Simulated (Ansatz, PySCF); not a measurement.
phosphorus nitride cation (NP), SMILES N#P (connectivity only; charge and spin as stated), charge +1, multiplicity 2. Atoms are numbered in the order given.

```xyz
2

N      0.0000     0.0000    -1.0011
P      0.0000     0.0000     0.4737
```
Charge +1, spin multiplicity 2.

The structure is a stationary point at B3LYP-D3(BJ)/def2-TZVPD. The multiplicity is an assumed one; other spin states were not compared.

Two levels are set side by side: PBE-D3(BJ)/def2-TZVPD (Ansatz, a program for electronic structure) and B3LYP-D3(BJ)/def2-TZVPD (Ansatz). Each level has its own optimised geometry; the coordinates shown are those of the second. Frequencies come from the Hessian of PySCF at each geometry. Differences are taken from unrounded values.

```tsv
quantity	B3LYP-D3(BJ)	PBE-D3(BJ)	PBE-D3(BJ) minus B3LYP-D3(BJ)
bond N1–P2 (Å)	1.475	1.489	0.014
highest harmonic wavenumber (cm⁻¹)	1370	1326	-45
mean harmonic wavenumber (cm⁻¹)	1370	1326	-45
zero-point energy (kcal/mol)	1.96	1.90	-0.06
```
